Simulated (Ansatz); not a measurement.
Calculated with Ansatz (gas phase, PBE0-D4/def2-TZVP geometries, no zero-point term in ΔE). CBS: MP2 limit from def2 TZ/QZ plus the TZ coupled-cluster correction, frozen cores. Functionals use def2-TZVPP. B3LYP here is the variant with VWN-RPA as its local correlation; programs differ in this. For Se outer-core shells are correlated without core-valence functions, which leaves a few kJ/mol of doubt a bond. Scalar relativity is left out up to krypton. One conformer a species, not always the lowest.

`CC1OC[Se]1` → `CO/C=C\[SeH]`  (isomerisation)

```
             level  ΔE (eV)
          B3LYP-D4    -0.01
            B2PLYP     0.05
               PBE     0.09
     HF/def2-TZVPP    -0.06
SCS-MP2/def2-TZVPP     0.18
CCSD(T)/def2-TZVPP     0.16
SCS-MP2/def2-QZVPP     0.19
      HF/CBS(def2)    -0.07
```

(1) What does CCSD(T)/CBS give? (Best estimate.)

Largest T1 diagnostic among the species: 0.011.

Results:

(1) Ansatz gave: +0.17 eV. The listed levels differ from it by -0.18, -0.12, -0.08, -0.23, 0.01, -0.01, 0.02, -0.24 eV.

The D4 term adds +0.04 eV with B3LYP and +0.02 eV with PBE0; it sums over pairs of atoms, weighted by their polarisabilities, and B3LYP, whose exchange is more repulsive, gets the larger term. From PBE to PBE0 (25 % exact exchange), in def2-TZVPP and without D4, ΔE moves by +0.07 eV.
